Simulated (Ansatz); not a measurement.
Level of theory: frozen-core CCSD(T)/cc-pVTZ // B3LYP-D3(BJ)/def2-TZVP (Ansatz, a program for electronic structure).

Ansatz 0.2 input:
```yaml
crystal:
  periodic: [false, false, false]
  atoms:
    - { symbol: O, position_ang: [-1.240528, -1.825873, -0.196929] }
    - { symbol: C, position_ang: [-0.749244, -0.734613, -0.093789] }
    - { symbol: C, position_ang: [-0.83933, 0.687937, -0.001879] }
    - { symbol: C, position_ang: [0.384138, 0.141946, 0.032121] }
    - { symbol: O, position_ang: [1.664507, 0.468446, 0.128883] }
    - { symbol: H, position_ang: [-1.424788, 1.594915, 0.025858] }
    - { symbol: H, position_ang: [2.205243, -0.332758, 0.105736] }
basis:
  gaussian: { orbitals: cc-pVTZ }
correlation:
  method: ccsd_t
```

Output:

```
Functional definition: HF
1058 factors; integrals over basis functions are off by at most 9.3e-4 eV
mean field evaluation 1: about -7193.3943 eV, gradient 4.2e1 eV
mean field evaluation 2: about -7193.7351 eV, gradient 4.2e1 eV
mean field evaluation 4: about -7197.2785 eV, gradient 5.2e0 eV
mean field evaluation 8: about -7197.3691 eV, gradient 4.3e-1 eV
mean field evaluation 16: about -7197.3705 eV, gradient 2.4e-6 eV
mean field -7197.37048295 eV, -264.4984866954 hartree, gradient 2.4e-6 eV, S^2 0.000000; 0 other end points of the search recorded, 0 dependent functions left out
5 core orbitals not correlated
reference -7197.37048295 eV, -264.4984866954 hartree; 13, 13 occupied and 160, 160 virtual orbitals, 1058 factors
second order -24.95575141 eV of doubles, -0.00000000 eV of singles
cycle   1  -24.25965709 eV  change    7.0e-1 eV  update   1.3e-1
cycle   2  -24.91368346 eV  change   -6.5e-1 eV  update   4.3e-2
cycle   3  -25.08035048 eV  change   -1.7e-1 eV  update   2.1e-2
cycle   4  -25.06130711 eV  change    1.9e-2 eV  update   5.9e-3
cycle   5  -25.05792720 eV  change    3.4e-3 eV  update   2.8e-3
cycle   6  -25.05989137 eV  change   -2.0e-3 eV  update   9.3e-4
cycle   7  -25.05956109 eV  change    3.3e-4 eV  update   3.9e-4
cycle   8  -25.05938181 eV  change    1.8e-4 eV  update   1.3e-4
cycle   9  -25.05944416 eV  change   -6.2e-5 eV  update   5.2e-5
cycle  10  -25.05947279 eV  change   -2.9e-5 eV  update   1.8e-5
perturbative correction -1.22763116 eV, -0.0451146132 hartree
Total energy: -7223.65758690 eV, -265.4645199478 hartree
```

Cost: around 110 core-seconds (rough).
